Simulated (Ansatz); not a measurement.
Basis sets compared for the cluster Al₄P₃⁺. Charge 1, multiplicity 1. Geometry PBE-D4/def2-SVP. Ansatz on 4 threads of Arm Neoverse V2 on a shared host; times are rough, and most runs start from earlier orbitals.

| atom | x (Å) | y (Å) | z (Å) |
| --- | --- | --- | --- |
| Al1 | -1.3136 | -2.6765 | -0.3841 |
| Al2 | -0.0439 | 1.1357 | -1.8665 |
| Al3 | -1.3191 | 1.5691 | 2.1987 |
| Al4 | 2.1157 | -0.2683 | 0.4451 |
| P5 | 0.6049 | -1.1492 | -1.2664 |
| P6 | 0.6016 | 1.6540 | 0.4392 |
| P7 | -0.6456 | -0.2648 | 0.4341 |

The restricted singlet is unstable towards broken spin symmetry in Hartree–Fock (as tested in another run); at PBE-D4/def2-SVP, PBE-D4/def2-TZVP, PBE0-D4/def2-SVP, PBE0-D4/def2-TZVP this wasn't settled. Another isomer (singlet) lies 0.62 eV lower at PBE0-D4/def2-TZVP; other spin states weren't run for this one.

```
           level  functions  energy (Eh)  HOMO (eV)  LUMO (eV)  wall time
 PBE-D4/def2-SVP        126   -1992.0049      -9.17      -7.68      1.8 s
PBE0-D4/def2-SVP        126   -1992.1549      -9.84      -7.20      2.3 s
```

Question: Estimate the rows for PBE-D4/def2-TZVP (with forces), PBE0-D4/def2-TZVP.

Answer: 
| level | functions | energy (Eh) | HOMO (eV) | LUMO (eV) | wall time |
| --- | --- | --- | --- | --- | --- |
| PBE-D4/def2-TZVP (with forces) | 259 | -1992.7065 | -9.14 | -7.61 | 4.7 s |
| PBE0-D4/def2-TZVP | 259 | -1992.8490 | -9.81 | -7.11 | 9.5 s |
